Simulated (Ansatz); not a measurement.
`O[SiH](Cl)O[SiH2]Cl` + `[OH]`• → `O[SiH](Cl)O[SiH]Cl`• + H₂O  (hydrogen abstraction from the Si–H bond)

Isolated molecules relaxed with PBE0-D4/def2-TZVP in Ansatz; ΔE leaves out vibrations. CBS: MP2 limit from def2 TZ/QZ plus the TZ coupled-cluster correction, frozen cores. This one scheme is used for every species. Functionals use def2-TZVPP. Open shells (•) are unrestricted, without spin–orbit coupling. Each species was taken in one conformer, which may not be the lowest.

| level | ΔE (kJ/mol) |
| --- | --- |
| r2SCAN-D4 | -112.4 |
| PBE | -134.7 |
| SCS-MP2/def2-TZVPP | -107.3 |
| HF/def2-QZVPP | -34.8 |

Question: What does CCSD(T)/CBS give? (Best estimate.)

Answer: Computed: -109.5 kJ/mol. The listed levels differ from it by -2.9, -25.2, 2.2, 74.7 kJ/mol.

Largest T1 diagnostic among the species: 0.012.

From PBE to PBE0 (25 % exact exchange), in def2-TZVPP and without D4, ΔE moves by +19.9 kJ/mol. In def2-TZVPP, CCSD(T) changes the Hartree–Fock value by −67.9 kJ/mol (the triples alone add −6.6 kJ/mol) and MP2 by −92.1 kJ/mol.
